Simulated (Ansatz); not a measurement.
`[F][Ga]([F])[F]` + NH₃ → `[NH2][Ga]([F])[F]` + H–F  (ligand exchange at a Ga–F bond)

Gas-phase electronic energies from Ansatz, PBE0-D4/def2-TZVP geometries. CBS: MP2 limit from def2 TZ/QZ plus the TZ coupled-cluster correction, frozen cores. This one scheme is used for every species. Functionals use def2-TZVPP. B3LYP here is the variant with VWN-RPA as its local correlation; programs differ in this. For Ga outer-core shells are correlated without core-valence functions, which leaves a few kJ/mol of doubt a bond. Scalar relativity is left out up to krypton. One conformer a species, not always the lowest.

`[F][Ga]([F])[F]`:

Cartesian coordinates in Å:
```
F 1.212 -1.022 0.677
Ga 0.000 0.000 0.000
F 0.333 0.897 -1.434
F -1.544 0.125 0.757
```

NH₃:

```xyz
4

N     0.110    0.253    0.059
H    -0.611    0.312   -0.650
H     0.812   -0.391   -0.284
H    -0.311   -0.173    0.875
```

`[NH2][Ga]([F])[F]`:

Z-matrix (Å, degrees):
```
N
Ga 1 1.790
H 1 1.006 2 121.0
H 1 1.006 2 121.0 3 -152.9
F 2 1.739 1 122.4 3 -15.2
F 2 1.739 1 122.4 3 168.4
```

H–F:

Cartesian coordinates in Å:
```
F -0.361 -0.278 -0.062
H 0.361 0.278 0.062
```

```
       level  ΔE (kcal/mol)
     BLYP-D4            7.0
    B3LYP-D4            6.2
  r2SCAN0-D4            6.0
CAM-B3LYP-D4            6.1
     ωB97X-V            6.7
     ωB97M-V            6.1
      r2SCAN            7.2
     r2SCANh            6.7
```

Problem. What does CCSD(T)/CBS give? (An estimate is asked.)

Solution. Ansatz gave: +3.8 kcal/mol. The listed levels differ from it by 3.2, 2.4, 2.2, 2.3, 2.9, 2.3, 3.4, 2.9 kcal/mol.

Largest T1 diagnostic among the species: 0.015.

The D4 term adds −1.0 kcal/mol with B3LYP and −0.5 kcal/mol with PBE0; it sums over pairs of atoms, weighted by their polarisabilities, and B3LYP, whose exchange is more repulsive, gets the larger term. From PBE to PBE0 (25 % exact exchange), in def2-TZVPP and without D4, ΔE moves by −0.8 kcal/mol.
